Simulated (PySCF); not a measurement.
hexafluoroantimonate (F6Sb), SMILES [F][Sb-]([F])([F])([F])([F])[F], charge -1. Atoms are numbered in the order given.

```xyz
7

F      0.0000    -1.9421     0.0000
Sb     0.0000     0.0000     0.0000
F      0.0000     0.0000    -1.9421
F      1.9421     0.0000     0.0000
F     -1.9421     0.0000     0.0000
F      0.0000     1.9421     0.0000
F      0.0000     0.0000     1.9421
```
Charge -1, spin multiplicity 1.

The structure is a stationary point at B3LYP-D3(BJ)/def2-SVPD. The def2 effective core potentials stand for the cores of Sb; spin–orbit coupling is left out.

Estimates of the vertical detachment energy (IE) of the anion in eV. Rows of orbital energies are one-electron estimates, which approximate functionals can put far too low.

| level | IE |
|---|---|
| −ε(HOMO), −ε(LUMO), CAM-B3LYP/def2-SVPD (PySCF) | 8.31 |
| −ε(HOMO), −ε(LUMO), PBE/def2-SVPD (PySCF) | 4.53 |
